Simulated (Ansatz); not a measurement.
`[NH2][Ta]([OH])(=[S])[Cl]` from Hartree–Fock to CCSD(T)

| atom | x (Å) | y (Å) | z (Å) |
| --- | --- | --- | --- |
| N1 | 0.138 | -0.418 | -1.427 |
| Ta2 | -0.128 | 0.437 | 0.311 |
| O3 | 0.634 | -0.652 | 1.649 |
| S4 | -2.262 | 0.636 | 0.558 |
| Cl5 | 0.913 | 2.497 | 0.347 |
| H6 | 1.027 | -0.794 | -1.731 |
| H7 | -0.580 | -0.599 | -2.111 |
| H8 | 0.257 | -1.108 | 2.403 |

Charge 0, multiplicity 1. Correlated methods include outer-core shells of Ta, which these sets cover unevenly. Ta takes the def2 core potential. All single points use the PBE0-D4/def2-TZVP geometry. It is one conformer, not always the lowest. Frozen core, restricted reference, Ansatz 0.2.0.

| basis | HF (Eh) | MP2 corr. | CCSD corr. | (T) | CCSD(T) total |
| --- | --- | --- | --- | --- | --- |
| def2-SVP | -1044.32003 | -0.92085 | -0.92748 | -0.03822 | -1045.28573 |
| def2-TZVPP | -1044.80495 | -1.23075 | -1.23420 | -0.06473 | -1046.10388 |
| def2-QZVPP | -1044.83560 | -1.35096 | – | – | – |
